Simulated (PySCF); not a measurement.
## A survey of 29Si NMR shifts

- structure optimised with PBE0-D3(BJ)/def2-SVP
- shielding tensors at PBE0/pcSseg-1 (GIAO)
- code: PySCF 2.14
- no solvent model, a single conformation, rapidly exchanging positions averaged, non-relativistic

Shieldings were converted by a linear fit to measured shifts: 29Si: δ = 280.36 − 0.835σ (rms 9.7 ppm, 85 shifts, 23.7 ppm with the 5 outliers that the fit left out vs TMS, solution or neat liquid). A few per cent of atoms miss by over 2 rms, more outside the fitted compound classes.

**Question.** Give the 29Si shifts of `C=CC(C=C)/C=C/S[SiH3]`, `CCC[SiH2]c1cccs1`, `CCC[SiH2]c1cccs1`, `CCO[C@@H]1C[SiH2]N[SiH2]1`.

**Answer.** 
```
                                                  compound                                             environment  δ (ppm)
                                     C=CC(C=C)/C=C/S[SiH3]                                silicon bonded to S, 3 H    -62.5
                                          CCC[SiH2]c1cccs1                              silicon bonded to 2 C, 2 H    -47.9
                                          CCC[SiH2]c1cccs1                              silicon bonded to 2 C, 2 H    -47.9
[CH3:1][CH2:2][O:3][C@@H:4]1[CH2:5][SiH2:6][NH:7][SiH2:8]1  Si6: silicon bonded to C, N, 2 H, in a 5-membered ring    -29.9
[CH3:1][CH2:2][O:3][C@@H:4]1[CH2:5][SiH2:6][NH:7][SiH2:8]1  Si8: silicon bonded to C, N, 2 H, in a 5-membered ring    -32.7
```
